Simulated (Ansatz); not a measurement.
Reactions of C2H4InN, SMILES `[CH3][InH][C]#N`.

Calculated with Ansatz (gas phase, PBE0-D4/def2-TZVP geometries, no zero-point term in ΔE). CBS: MP2 limit from def2 TZ/QZ plus the TZ coupled-cluster correction, frozen cores. This one scheme is used for every species, atoms too. DFT in def2-TZVPP. Open shells (•) are unrestricted, without spin–orbit coupling. Spin–orbit coupling would lower the free atoms: a little for C; strongly for In. def2 core potentials past Kr. For In outer-core shells are correlated without core-valence functions, so the limit isn't a true one: a few kJ/mol of doubt a bond, and 10 to 20 or more in all where bonds break to atoms. One conformer a species, not always the lowest.

| reaction | r2SCAN-D4 (kJ/mol) | CCSD(T)/CBS(def2) (kJ/mol) |
| --- | --- | --- |
| `[CH3][InH][C]#N` + H₂ → `N#[C][InH2]` + CH₄ | -40 | -34 |
| `[CH3][InH][C]#N` → 2 C• + 4 H• + In• + N• | 2864 | 2881 |
| `[CH3][InH][C]#N` + silanol → `[CH3][InH][O][SiH3]` + `C#N` | -14 | -15 |
| `[CH3][InH][C]#N` + CH₃OH → `C[O][InH][CH3]` + `C#N` | 12 | 14 |
| `[CH3][InH][C]#N` + CH₃OH → `C[O][InH][C]#N` + CH₄ | -55 | -51 |
| `[CH3][InH][C]#N` + `FC1(S)CO1` → `CSC1(F)CO1` + `N#[C][InH2]` | 25 | 31 |
| `[CH3][InH][C]#N` + `CO[SiH2]O[SiH3]` → `[CH3][InH][O][SiH3]` + `CO[SiH2]C#N` | 67 | 69 |
| `[CH3][InH][C]#N` + `NCS` → `CNCS` + `N#[C][InH2]` | 55 | 61 |
| `[CH3][InH][C]#N` + H₂ → `[CH3][InH2]` + `C#N` | 40 | 43 |
| `[CH3][InH][C]#N` + H₂S → `[CH3][InH][SH]` + `C#N` | -53 | -49 |

Largest T1 diagnostic: 0.017, for `C[O][InH][C]#N`.
